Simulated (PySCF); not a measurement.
# Working out the excitation energy of Ne²⁺

Ne²⁺ [He] 2s2 2p4 (3P) → Ne²⁺ [He] 2s2 2p3 3s1 (5S). All numbers are calculated (PySCF 2.14, the spin-free X2C one-electron Hamiltonian (Gaussian nucleus), in x2c-TZVPPall with one added diffuse shell each of s, p, d type (6s4p3d1f, 40 functions)). Frozen: nothing. Energies in hartree (1 hartree = 27.21139 eV):

```json
{"part": "UHF", "Ne²⁺ (lower)": "-126.513784", "Ne²⁺ (upper)": "-125.143602"}
{"part": "MP2 opposite-spin", "Ne²⁺ (lower)": "-0.123971", "Ne²⁺ (upper)": "-0.093549"}
{"part": "MP2 same-spin", "Ne²⁺ (lower)": "-0.035651", "Ne²⁺ (upper)": "-0.034759"}
```

What does Hartree-Fock give?

(-125.143602) − (-126.513784) = 1.370182 hartree = 37.285 eV.

What do MP2 and SCS-MP2 (6/5 opposite-spin, 1/3 same-spin) give?

The opposite-spin parts differ by 0.828 eV and the same-spin parts by 0.024 eV. MP2: 37.285 + (0.828) + (0.024) = 38.137 eV. SCS-MP2: 37.285 + 1.2 × (0.828) + (0.024)/3 = 38.287 eV.
